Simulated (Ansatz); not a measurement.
One change: `COC(N)[SiH3]` becomes `COCN`.

Ansatz, PBE0-D4/def2-TZVP geometries, multiplicity 1. Each molecule was computed in one conformer, which needn't be the lowest.

```csv
property,`COC(N)[SiH3]`
size of the dipole moment (PBE/def2-TZVPP) / D,1.64
LUMO energy (PBE/def2-TZVPP) / eV,-0.26
HOMO energy (ωB97M-V/def2-TZVPP) / eV,-9.34
HOMO–LUMO gap (PBE/def2-TZVPP) / eV,5.42
HOMO–LUMO gap (ωB97M-V/def2-TZVPP) / eV,11.41
size of the dipole moment (B3LYP/def2-TZVPP) / D,1.66
```

(1) What does the change do to each property? (Best estimate.)

Results:

(1) Computed: 
```json
{"property": "size of the dipole moment (PBE/def2-TZVPP) / D", "`COCN`": "1.32", "shift": "-0.32"}
{"property": "LUMO energy (PBE/def2-TZVPP) / eV", "`COCN`": "0.24", "shift": "0.50"}
{"property": "HOMO energy (ωB97M-V/def2-TZVPP) / eV", "`COCN`": "-9.67", "shift": "-0.33"}
{"property": "HOMO–LUMO gap (PBE/def2-TZVPP) / eV", "`COCN`": "5.93", "shift": "0.51"}
{"property": "HOMO–LUMO gap (ωB97M-V/def2-TZVPP) / eV", "`COCN`": "12.17", "shift": "0.76"}
{"property": "size of the dipole moment (B3LYP/def2-TZVPP) / D", "`COCN`": "1.39", "shift": "-0.27"}
```

With PBE0 the HOMO falls by 0.21 eV and the LUMO rises by 0.51 eV, so the gap widens by about 0.72 eV. PBE moves the HOMO by 0.00 eV and ωB97M-V by -0.33 eV. Dipoles are sizes alone; their direction can turn.

B3LYP here is the variant with VWN-RPA as its local correlation; programs differ in this.
